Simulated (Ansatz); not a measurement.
Total energies of C3H10BFOSi, SMILES `C[Si](C)(C)OBF`.

| atom | x (Å) | y (Å) | z (Å) |
| --- | --- | --- | --- |
| C1 | -0.222 | 0.275 | 1.794 |
| Si2 | 0.061 | -0.254 | 0.030 |
| C3 | -0.011 | -2.104 | -0.147 |
| C4 | 1.658 | 0.435 | -0.637 |
| O5 | -1.203 | 0.330 | -0.910 |
| B6 | -1.665 | 1.551 | -1.185 |
| F7 | -1.078 | 2.632 | -0.657 |
| H8 | -0.223 | 1.364 | 1.879 |
| H9 | -1.180 | -0.096 | 2.166 |
| H10 | 0.564 | -0.114 | 2.447 |
| H11 | 0.781 | -2.583 | 0.435 |
| H12 | -0.970 | -2.492 | 0.203 |
| H13 | 0.111 | -2.401 | -1.192 |
| H14 | 1.800 | 0.156 | -1.684 |
| H15 | 1.671 | 1.525 | -0.569 |
| H16 | 2.512 | 0.052 | -0.071 |
| H17 | -2.605 | 1.724 | -1.902 |

Charge 0, multiplicity 1. The geometry is a stationary point of PBE0-D4/def2-TZVP. It is one conformer, not always the lowest. Basis def2-TZVPP, Ansatz.

RPA on PBE orbitals: Hartree–Fock energy of these orbitals -607.62353 Eh, correlation -2.02089 Eh (frozen core).

```tsv
functional	energy without D4 (Eh)	D4 term (kJ/mol)
LDA (SPW92)	-606.32488	–
PBE	-609.54163	-37.6
revPBE	-609.91181	-110.2
BLYP	-609.97462	-80.6
r2SCAN	-609.89731	-10.1
B97M-V	-609.97895	–
PBE0	-609.60567	-32.2
B3LYP	-610.12774	-59.7
r2SCANh	-609.88244	-10.7
r2SCAN0	-609.86157	-11.7
HSE06 (plane-wave form)	-609.58207	-30.0
BHLYP	-609.93658	-45.0
CAM-B3LYP	-609.96878	-32.7
LC-ωPBE	-609.81130	–
ωB97X-V	-609.95063	–
ωB97M-V	-609.94246	–
B2PLYP	-609.73106	–
PBE-QIDH	-609.48676	–
```

B3LYP takes the VWN-RPA correlation (the form of Gaussian; ORCA's B3LYP/G). HSE06 is the plane-wave form, built on full-range PBE exchange. The double hybrids freeze the cores in their second-order part.

LC-ωPBE has ω = 0.4 bohr⁻¹.
